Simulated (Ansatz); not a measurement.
Start from `[CH3][Y]([OH])[F]` and change one atom or group to get `[CH3][Y]([CH3])[OH]`.

Ansatz, PBE0-D4/def2-TZVP geometries, multiplicity 1. Each molecule was computed in one conformer, which needn't be the lowest.

Elements past krypton have def2 core potentials.

| property | `[CH3][Y]([OH])[F]` |
| --- | --- |
| HOMO–LUMO gap (PBE0/def2-TZVPP) / eV | 4.77 |
| size of the dipole moment (ωB97M-V/def2-TZVPP) / D | 2.80 |
| LUMO energy (PBE0/def2-TZVPP) / eV | -1.81 |
| LUMO energy (ωB97M-V/def2-TZVPP) / eV | -0.64 |
| HOMO energy (PBE/def2-TZVPP) / eV | -5.33 |
| LUMO energy (PBE/def2-TZVPP) / eV | -2.56 |

Q: Give the same properties after the change, and the shifts. (Best estimate.)

A: Ansatz gave: 
| property | `[CH3][Y]([CH3])[OH]` | shift |
| --- | --- | --- |
| HOMO–LUMO gap (PBE0/def2-TZVPP) / eV | 4.53 | -0.24 |
| size of the dipole moment (ωB97M-V/def2-TZVPP) / D | 3.46 | 0.66 |
| LUMO energy (PBE0/def2-TZVPP) / eV | -1.65 | 0.16 |
| LUMO energy (ωB97M-V/def2-TZVPP) / eV | -0.62 | 0.02 |
| HOMO energy (PBE/def2-TZVPP) / eV | -4.95 | 0.38 |
| LUMO energy (PBE/def2-TZVPP) / eV | -2.35 | 0.21 |

With PBE0 the HOMO rises by 0.41 eV and the LUMO rises by 0.16 eV, so the gap narrows by about 0.25 eV. PBE moves the HOMO by 0.38 eV and ωB97M-V by 0.41 eV. The zero-point energy changes by 81.8 kJ/mol with +9 modes. Dipoles are sizes alone; their direction can turn.
